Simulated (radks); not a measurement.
Removal energies from the samarium ion Sm6+, [Xe] 4f2, by Delta-SCF beside the eigenvalue of the level emptied. Method: scalar-relativistic Kohn-Sham, r2SCAN, spin-polarised, spherical densities, finite nucleus; meta-GGA in the generalised Kohn-Sham scheme; Fermi nuclear charge, rms radius of each element as measured or else 0.836 A^(1/3) + 0.57 fm; computed with a radial shooting solver on a logarithmic mesh with Libxc functionals. Open shells are filled with parallel spins first.

removed from,final configuration,Delta-SCF (eV),-eigenvalue (eV)
5p,[Kr] 4d10 4f2 5s2 5p5,105.61,98.355
4f,[Xe] 4f1,110.19,97.884
5s,[Kr] 4d10 4f2 5s1 5p6,131.08,123.26
4d,[Kr] 4d9 4f2 5s2 5p6,242.56,229.50
